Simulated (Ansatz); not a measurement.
Reaction (ligand exchange at the Al–C bond): `F[CH]([AlH2])[SiH2][SiH3]` + `C=C[SiH2]S` → `C=C[SiH2][S][AlH2]` + `FC[SiH2][SiH3]`

Program: Ansatz. Geometries: PBE0-D4/def2-TZVP. ΔE: electronic, gas phase. CBS: MP2 limit from def2 TZ/QZ plus the TZ coupled-cluster correction, frozen cores. DFT in def2-TZVPP. B3LYP here is the variant with VWN-RPA as its local correlation; programs differ in this. One conformer a species, not always the lowest.

**Question.** Is it downhill or uphill in electronic energy at CCSD(T)/CBS, and by how much? (An estimate is asked.)

**Answer.** Ansatz gave: Downhill: ΔE = -33.1 kcal/mol.

**Question.** What do these levels give: r2SCAN-D4, PBE, PBE0, B3LYP, HF/def2-TZVPP, MP2/def2-TZVPP? (An estimate is asked.)

**Answer.** Ansatz gave: r2SCAN-D4 -32.9, PBE -31.0, PBE0 -32.5, B3LYP -31.5, HF/def2-TZVPP -34.7, MP2/def2-TZVPP -34.3 kcal/mol.

Largest T1 diagnostic among the species: 0.013.

From PBE to PBE0 (25 % exact exchange), in def2-TZVPP and without D4, ΔE moves by −1.5 kcal/mol.
